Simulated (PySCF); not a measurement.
H4OSe2Si. Atoms are numbered in the order given.

```xyz
8

Se    -0.4235     0.3513     0.8581
Se     1.1397     1.0468    -0.6802
H      2.3323     0.8751     0.1759
O     -0.4396    -1.4514     0.6578
Si    -1.3190    -2.1271    -0.6123
H     -2.7646    -1.7679    -0.5024
H     -1.1386    -3.5996    -0.4851
H     -0.7955    -1.6534    -1.9280
```
Charge 0, spin multiplicity 1.

Geometry: PBE0-D3(BJ)/def2-SVP. One conformer was computed; it need not be the lowest.

Level of theory: KT2/pcSseg-1 in PySCF.

GIAO shieldings, no solvent; atoms alike by connectivity are averaged. δ = σ(ref) − σ: ⁷⁷Se against Me2Se (σ = 1692.1 ppm); ¹H against TMS (σ = 31.47 ppm); ¹⁷O against H2O (σ = 330.4 ppm); ²⁹Si against TMS (σ = 361.9 ppm), references at their B3LYP-D3(BJ)/def2-TZVP geometries, non-relativistic.

Computed chemical shifts:
```csv
nucleus,atoms,count,δ (ppm)
⁷⁷Se,Se1,1,1443.6
⁷⁷Se,Se2,1,248.1
¹H,H3,1,5.37
¹H,"H6, H7, H8",3,5.22
¹⁷O,O4,1,11.0
²⁹Si,Si5,1,-21.6
```
